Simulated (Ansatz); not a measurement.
Born–Oppenheimer molecular dynamics of CH₅BFN (9 atoms, charge 0, multiplicity 1). It starts at the highest image of a converged band. Of that band: The profile has 2 maxima (images 5, 7) with wells between them (image 6): this band takes more than one step, which may be the mechanism or a detour left from its start path. Neighbouring images differ by up to 2.1 eV, so the band resolves the path poorly. A vibrational analysis at the climbing image gives one clearly imaginary mode, 1619i cm⁻¹: a first-order saddle point.

Level of theory: UKS PBE0-D4/6-31G* in Ansatz.

```
ensemble                      : NVE (velocity Verlet)
time step                     : 0.5 fs
steps asked                   : 200
starting velocities drawn for : 300 K
seed                          : 4574
```

First frame:

```xyz
9
Properties=species:S:1:pos:R:3
B -0.216 0.418 0.527
N 1.196 0.018 -0.025
C -1.201 -0.173 -0.378
H 0.252 -0.794 -0.305
F -0.270 0.822 1.802
H 1.648 0.592 -0.730
H 1.864 -0.322 0.658
H -1.039 -0.202 -1.457
H -2.234 -0.358 -0.092
```

(1) What does the run give?

(2) What happens to the structure?

(3) How do temperature and energy run in time?

Answers

(1) The run went to its last step.

```yaml
steps_done: 200
time_covered: 100 fs
mean_temperature_over_the_second_half: 2007 K
spread_of_the_potential_energy_over_the_second_half: 52.7 meV per atom
mean_potential_energy_of_the_second_half_above_the_start: -171.8 meV per atom
```

The conserved energy stayed within 1.1 meV per atom of its start (net change -0.61 meV per atom), so the integration is sound. The kinetic energy rose, since the run started high on the potential surface and went downhill. A run of 0.1 ps of so small a system gives no equilibrium averages. The orbitals stay closed-shell, which can raise the energy where a bond breaks towards radicals; this wasn't checked here.

(2) Between its relaxed ends the band would form N2–H4 and break C3–H4. These pairs go: N2–H4 1.28 → 3.42 Å, C3–H4 1.58 → 1.11 Å. In the last frame they stand as before the step (other bonds may differ from the relaxed reactants and products). It ends as one piece, CH5BFN. Pairs count as bonded within 1.25 times the sum of covalent radii (0.12 Å more for H–H). Another seed would give other details.

(3) 
| time (fs) | T (K) | potential energy less start (eV) | conserved less start (meV/atom) |
| --- | --- | --- | --- |
| 0.0 | 300 | 0.000 | 0.00 |
| 3.0 | 215 | 0.078 | 0.14 |
| 6.0 | 414 | -0.101 | 0.24 |
| 9.0 | 1476 | -1.065 | -0.05 |
| 12.0 | 2449 | -1.948 | -0.40 |
| 15.0 | 1937 | -1.481 | -0.04 |
| 18.0 | 1555 | -1.134 | 0.14 |
| 21.0 | 2146 | -1.678 | -0.80 |
| 24.0 | 2133 | -1.662 | -0.44 |
| 27.0 | 2130 | -1.656 | 0.03 |
| 30.0 | 2315 | -1.824 | 0.01 |
| 33.0 | 2568 | -2.054 | -0.26 |
| 36.0 | 2409 | -1.913 | -0.59 |
| 39.0 | 1751 | -1.310 | 0.23 |
| 42.0 | 2421 | -1.921 | -0.25 |
| 45.0 | 2187 | -1.707 | 0.08 |
| 48.0 | 2007 | -1.549 | -0.52 |
| 51.0 | 1423 | -1.014 | 0.20 |
| 54.0 | 2247 | -1.765 | -0.41 |
| 57.0 | 1972 | -1.512 | 0.14 |
| 60.0 | 1230 | -0.841 | -0.01 |
| 63.0 | 1052 | -0.679 | 0.24 |
| 66.0 | 2268 | -1.787 | -0.66 |
| 69.0 | 2619 | -2.103 | -0.50 |
| 72.0 | 1980 | -1.520 | -0.01 |
| 75.0 | 1552 | -1.131 | 0.14 |
| 78.0 | 2036 | -1.574 | -0.32 |
| 81.0 | 2866 | -2.330 | -0.86 |
| 84.0 | 2664 | -2.138 | 0.06 |
| 87.0 | 2855 | -2.315 | -0.39 |
| 90.0 | 1738 | -1.296 | 0.50 |
| 93.0 | 1810 | -1.371 | -0.49 |
| 96.0 | 1634 | -1.207 | -0.09 |
| 99.0 | 2095 | -1.626 | -0.23 |

Time of the run: 2.6 min on 2 threads of AMD EPYC 9R45 96-Core Processor (Zen 5) (shared host), peak memory 0.18 GiB.
